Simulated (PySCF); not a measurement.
Isomers of C6H12OP2, one GFN2-xTB conformer each. Single-point energies are computed at PBE0/pcSseg-1 (PySCF, gas phase, no added dispersion term), electronic only.

```
                  SMILES  GFN2-xTB relative energy (kcal/mol)
   CC1=C[P@@]1(=O)CP(C)C                                 23.4
     C#C[P@H](=O)CCP(C)C                                  9.9
    C#CC[P@](C)(=O)P(C)C                                  0.0
           C=CC/P=P/CCOC                                 28.9
     CCP(C)C#C[P@H](C)=O                                  6.7
C/C=C/[P@@](C)(=O)/C=C/P                                  0.2
```

Conformers: `[CH3:1][C:2]1=[CH:3][P@@:4]1(=[O:5])[CH2:6][P:7]([CH3:8])[CH3:9]` with C3–P4–C6–P7 144°, P4–C6–P7–C8 68°; `[CH:1]#[C:2][P@H:3](=[O:4])[CH2:5][CH2:6][P:7]([CH3:8])[CH3:9]` with C2–P3–C5–C6 -37°, P3–C5–C6–P7 -42°, C5–C6–P7–C8 -178°; `[CH:1]#[C:2][CH2:3][P@:4]([CH3:5])(=[O:6])[P:7]([CH3:8])[CH3:9]` with C2–C3–P4–C5 -71°, C3–P4–P7–C8 69°; `[CH2:1]=[CH:2][CH2:3]/[P:4]=[P:5]/[CH2:6][CH2:7][O:8][CH3:9]` with C1–C2–C3–P4 -23°, C2–C3–P4–P5 118°, P4–P5–C6–C7 -90°, P5–C6–C7–O8 -35°, C6–C7–O8–C9 -75°; `[CH3:1][CH2:2][P:3]([CH3:4])[C:5]#[C:6][P@H:7]([CH3:8])=[O:9]` with C1–C2–P3–C4 -172°; `[CH3:1]/[CH:2]=[CH:3]/[P@@:4]([CH3:5])(=[O:6])/[CH:7]=[CH:8]/[PH2:9]` with C2–C3–P4–C5 -127°, C3–P4–C7–C8 -128°, C7–C8–P9–H -125° and -31°.

**Question.** What does PBE0/pcSseg-1 give for the same structures?

**Answer.** 
```json
{"SMILES": "C/C=C/[P@@](C)(=O)/C=C/P", "PBE0/pcSseg-1 E (Eh)": "-993.07668", "PBE0/pcSseg-1 (kcal/mol)": "0.0", "GFN2-xTB (kcal/mol)": "0.2", "point group": "C1"}
{"SMILES": "C#CC[P@](C)(=O)P(C)C", "PBE0/pcSseg-1 E (Eh)": "-993.06405", "PBE0/pcSseg-1 (kcal/mol)": "7.9", "GFN2-xTB (kcal/mol)": "0.0", "point group": "C1"}
{"SMILES": "CC1=C[P@@]1(=O)CP(C)C", "PBE0/pcSseg-1 E (Eh)": "-993.05619", "PBE0/pcSseg-1 (kcal/mol)": "12.9", "GFN2-xTB (kcal/mol)": "23.4", "point group": "C1"}
{"SMILES": "CCP(C)C#C[P@H](C)=O", "PBE0/pcSseg-1 E (Eh)": "-993.05587", "PBE0/pcSseg-1 (kcal/mol)": "13.1", "GFN2-xTB (kcal/mol)": "6.7", "point group": "C1"}
{"SMILES": "C=CC/P=P/CCOC", "PBE0/pcSseg-1 E (Eh)": "-993.03336", "PBE0/pcSseg-1 (kcal/mol)": "27.2", "GFN2-xTB (kcal/mol)": "28.9", "point group": "C1"}
{"SMILES": "C#C[P@H](=O)CCP(C)C", "PBE0/pcSseg-1 E (Eh)": "-993.03216", "PBE0/pcSseg-1 (kcal/mol)": "27.9", "GFN2-xTB (kcal/mol)": "9.9", "point group": "C1"}
```

GFN2-xTB puts C#CC[P@](C)(=O)P(C)C lowest instead; measured from each level's own lowest isomer, the values differ by up to 18.0 kcal/mol (C#C[P@H](=O)CCP(C)C: 9.9 against 27.9). As drawn, the lowest has a C=C bond outside aromatic rings, which the highest lacks; the highest has a C≡C bond, which the lowest lacks. Neighbours under 2.5 kcal/mol apart (CC1=C[P@@]1(=O)CP(C)C and CCP(C)C#C[P@H](C)=O; C=CC/P=P/CCOC and C#C[P@H](=O)CCP(C)C) can change places with a better method, another conformer or zero-point energy.

**Question.** Which frontier levels, dipoles and rotational constants go with these structures?

**Answer.** 
```csv
SMILES,"HOMO (eV, PBE0/pcSseg-1)",LUMO (eV),dipole (D),"A, B, C (MHz)"
C/C=C/[P@@](C)(=O)/C=C/P,-7.14,-0.84,3.82,"1779, 530.6, 463.8"
C#CC[P@](C)(=O)P(C)C,-6.70,0.32,2.23,"1435, 1041, 830.2"
CC1=C[P@@]1(=O)CP(C)C,-6.60,-0.44,3.29,"1937, 809.6, 705.0"
CCP(C)C#C[P@H](C)=O,-7.10,-0.73,3.32,"1881, 516.1, 452.2"
C=CC/P=P/CCOC,-6.73,-2.21,1.51,"3215, 498.4, 484.2"
C#C[P@H](=O)CCP(C)C,-6.70,-0.42,5.39,"1831, 786.9, 647.1"
```
